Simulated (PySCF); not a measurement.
GeO, charge -1, doublet, geometry from GFN2-xTB (a state made from the parent by changing its charge; the spin is typed, not shown lowest), with bond 2-1 at 1.25 times its length; HF/def2-SV(P) run with PySCF.

Here is a job for PySCF.
```python
from pyscf import gto, scf

mol = gto.Mole()
mol.atom = '''
    Ge   -0.000000   -0.000000   -0.342039
    O     0.000000    0.000000    1.795703
'''
mol.basis = 'def2-sv(p)'
mol.charge = -1
mol.spin = 1
mol.verbose = 4
mol.build()

mf = scf.UHF(mol)
mf.kernel()
mo_i, mo_e, stable_i, stable_e = mf.stability(internal=True, external=True, return_status=True, nroots=6, tol=1e-6)
print('internally stable:', stable_i, ' externally stable:', stable_e)
if not stable_i:
    umf = mf.copy()
    umf.scf_summary = {}
    umf.kernel(umf.make_rdm1(mo_i, mf.mo_occ))
```

Question: Predict the main parts of the log of this PySCF run.

Answer: 
```
PySCF version 2.14.0

[INPUT] verbose = 4
[INPUT] num. atoms = 2
[INPUT] num. electrons = 41
[INPUT] charge = -1
[INPUT] spin (= nelec alpha-beta = 2S) = 1
[INPUT] symmetry False subgroup None
[INPUT] Mole.unit = angstrom
[INPUT] Symbol           X                Y                Z      unit          X                Y                Z       unit  Magmom
[INPUT]  1 Ge     0.000000000000   0.000000000000  -0.342039000000 AA    0.000000000000   0.000000000000  -0.646360033920 Bohr   0.0
[INPUT]  2 O      0.000000000000   0.000000000000   1.795703000000 AA    0.000000000000   0.000000000000   3.393386871060 Bohr   0.0

nuclear repulsion = 63.3703066111439
number of shells = 18
number of NR pGTOs = 98
number of NR cGTOs = 46
basis = def2-sv(p)
ecp = {}

******** <class 'pyscf.scf.uhf.UHF'> ********
method = UHF
initial guess = minao
damping factor = 0
level_shift factor = 0
DIIS = <class 'pyscf.scf.diis.CDIIS'>
diis_start_cycle = 1
diis_space = 8
diis_damp = 0
SCF conv_tol = 1e-09
SCF conv_tol_grad = None
SCF max_cycles = 50
direct_scf = True
direct_scf_tol = 1e-13
number electrons alpha = 21  beta = 20
Set gradient conv threshold to 3.16228e-05
init E= -2148.55491139437

cycle= 1 E= -2149.44661505596  delta_E= -0.892  |g|= 0.741  |ddm|= 1.06
cycle= 2 E= -2147.55110990211  delta_E=  1.9  |g|= 1.83  |ddm|= 1.98
cycle= 3 E= -2149.75096094941  delta_E= -2.2  |g|= 0.137  |ddm|= 1.64
cycle= 4 E= -2149.76817931828  delta_E= -0.0172  |g|= 0.0257  |ddm|= 0.184
cycle= 5 E= -2149.76959701497  delta_E= -0.00142  |g|= 0.0162  |ddm|= 0.0689
cycle= 6 E= -2149.77014081599  delta_E= -0.000544  |g|= 0.011  |ddm|= 0.0278
cycle= 7 E= -2149.77077840582  delta_E= -0.000638  |g|= 0.0105  |ddm|= 0.0394
cycle= 8 E= -2149.77115937145  delta_E= -0.000381  |g|= 0.0106  |ddm|= 0.023
cycle= 9 E= -2149.77082160206  delta_E= 0.000338  |g|= 0.01  |ddm|= 0.0239
cycle= 10 E= -2149.77070301602  delta_E= 0.000119  |g|= 0.00354  |ddm|= 0.0724
cycle= 11 E= -2149.77069428661  delta_E= 8.73e-06  |g|= 0.00133  |ddm|= 0.0347
cycle= 12 E= -2149.77069721087  delta_E= -2.92e-06  |g|= 0.000593  |ddm|= 0.00429
cycle= 13 E= -2149.77069801759  delta_E= -8.07e-07  |g|= 0.000505  |ddm|= 0.00198
cycle= 14 E= -2149.7706990806  delta_E= -1.06e-06  |g|= 0.000514  |ddm|= 0.00152
cycle= 15 E= -2149.77069723495  delta_E= 1.85e-06  |g|= 0.000488  |ddm|= 0.00254
cycle= 16 E= -2149.77069354343  delta_E= 3.69e-06  |g|= 0.000437  |ddm|= 0.00609
cycle= 17 E= -2149.77069234656  delta_E= 1.2e-06  |g|= 0.000373  |ddm|= 0.00289
cycle= 18 E= -2149.77068962342  delta_E= 2.72e-06  |g|= 0.000155  |ddm|= 0.0125
cycle= 19 E= -2149.77068955265  delta_E= 7.08e-08  |g|= 8.92e-05  |ddm|= 0.00261
cycle= 20 E= -2149.77068959556  delta_E= -4.29e-08  |g|= 7.06e-05  |ddm|= 0.00046
cycle= 21 E= -2149.77068961812  delta_E= -2.26e-08  |g|= 6.81e-05  |ddm|= 0.000258
cycle= 22 E= -2149.77068963369  delta_E= -1.56e-08  |g|= 6.94e-05  |ddm|= 0.000195
cycle= 23 E= -2149.77068962803  delta_E= 5.66e-09  |g|= 6.73e-05  |ddm|= 5.83e-05
cycle= 24 E= -2149.77068960961  delta_E= 1.84e-08  |g|= 4.64e-05  |ddm|= 0.000578
cycle= 25 E= -2149.77068960459  delta_E= 5.02e-09  |g|= 2.97e-05  |ddm|= 0.000297
cycle= 26 E= -2149.77068959642  delta_E= 8.18e-09  |g|= 1.12e-05  |ddm|= 0.00066
cycle= 27 E= -2149.77068959595  delta_E= 4.62e-10  |g|= 2.79e-06  |ddm|= 0.000151
Extra cycle  E= -2149.77068959597  delta_E= -1.86e-11  |g|= 2.3e-06  |ddm|= 5.33e-06
converged SCF energy = -2149.77068959597  <S^2> = 0.7649436  2S+1 = 2.0148882
uhf_internal: lowest eigs of H = [-1.38742263e-01 -9.59832535e-02 -4.07737509e-02 -5.82173950e-07
  6.80562296e-02  7.93765202e-02]
<class 'pyscf.scf.uhf.UHF'> wavefunction has an internal instability
uhf_real2complex: lowest eigs of H = [0.00926029 0.0116448  0.02136182 0.04593714 0.06904905 0.10925278]
<class 'pyscf.scf.uhf.UHF'> wavefunction is stable in the real -> complex stability analysis
uhf_external: lowest eigs of H = [-7.02803165e-02 -4.87486714e-02 -2.10348640e-02 -1.88182453e-03
  2.93438584e-07  1.48657342e-02]
<class 'pyscf.scf.uhf.UHF'> wavefunction has an UHF/UKS -> GHF/GKS instability
internally stable: False  externally stable: False

******** <class 'pyscf.scf.uhf.UHF'> ********
method = UHF
initial guess = minao
damping factor = 0
level_shift factor = 0
DIIS = <class 'pyscf.scf.diis.CDIIS'>
diis_start_cycle = 1
diis_space = 8
diis_damp = 0
SCF conv_tol = 1e-09
SCF conv_tol_grad = None
SCF max_cycles = 50
direct_scf = True
direct_scf_tol = 1e-13
number electrons alpha = 21  beta = 20
Set gradient conv threshold to 3.16228e-05
init E= -2149.74104748867
cycle= 1 E= -2149.78788300898  delta_E= -0.0468  |g|= 0.196  |ddm|= 0.397
cycle= 2 E= -2149.80672711593  delta_E= -0.0188  |g|= 0.175  |ddm|= 0.306
cycle= 3 E= -2149.82277182972  delta_E= -0.016  |g|= 0.0457  |ddm|= 0.142
cycle= 4 E= -2149.83339121709  delta_E= -0.0106  |g|= 0.0341  |ddm|= 0.169
cycle= 5 E= -2149.83989740271  delta_E= -0.00651  |g|= 0.0254  |ddm|= 0.149
cycle= 6 E= -2149.84260013142  delta_E= -0.0027  |g|= 0.017  |ddm|= 0.0976
cycle= 7 E= -2149.84406702359  delta_E= -0.00147  |g|= 0.0109  |ddm|= 0.0776
cycle= 8 E= -2149.84492567704  delta_E= -0.000859  |g|= 0.00414  |ddm|= 0.0976
cycle= 9 E= -2149.84497940966  delta_E= -5.37e-05  |g|= 0.0016  |ddm|= 0.0199
cycle= 10 E= -2149.84499220821  delta_E= -1.28e-05  |g|= 0.000895  |ddm|= 0.0144
cycle= 11 E= -2149.84499380731  delta_E= -1.6e-06  |g|= 0.000293  |ddm|= 0.00326
cycle= 12 E= -2149.84499386023  delta_E= -5.29e-08  |g|= 0.000168  |ddm|= 0.00087
cycle= 13 E= -2149.84499399201  delta_E= -1.32e-07  |g|= 5.31e-05  |ddm|= 0.00105
cycle= 14 E= -2149.84499400148  delta_E= -9.47e-09  |g|= 1.4e-05  |ddm|= 0.000327
cycle= 15 E= -2149.84499400176  delta_E= -2.83e-10  |g|= 1.8e-06  |ddm|= 5.8e-05
Extra cycle  E= -2149.84499400177  delta_E= -4.55e-12  |g|= 9.58e-07  |ddm|= 3.76e-06
converged SCF energy = -2149.84499400177  <S^2> = 1.7108541  2S+1 = 2.80061
```
